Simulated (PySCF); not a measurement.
Molecule: `F[Se@OH5](F)(F)(F)(F)F`, F6Se.

Bonds (- single, = double, # triple, : aromatic): F1-Se2 1.704 Å, Se2-F3 1.704 Å, Se2-F4 1.704 Å, Se2-F5 1.704 Å, Se2-F6 1.704 Å, Se2-F7 1.704 Å.

Geometry PBE0-D3(BJ)/def2-SVP throughout; GIAO in PySCF, gas phase, one conformer, non-relativistic; equivalent atoms averaged; basis pcSseg-2.

For orientation, HF gives these absolute shieldings σ: F4/F5 183.8, F7 183.9, F3 183.9, F6 183.9, F1 183.9, Se2 1356.7 ppm.

A run gave: F4/F5 95.6, F7 95.7, F3 95.7, F6 95.8, F1 95.8, Se2 1047.6 ppm (absolute shieldings σ).

**Question.** Which functional was used in that run?
A. wB97X-D
B. OPBE
C. LC-wPBE
D. KT2
E. B3LYP

**Answer.** A. F7 tells them apart best: wB97X-D gives 95.7, KT2 gives 57.4, B3LYP gives 75.5, LC-wPBE gives 107.7, OPBE gives 70.8 ppm.
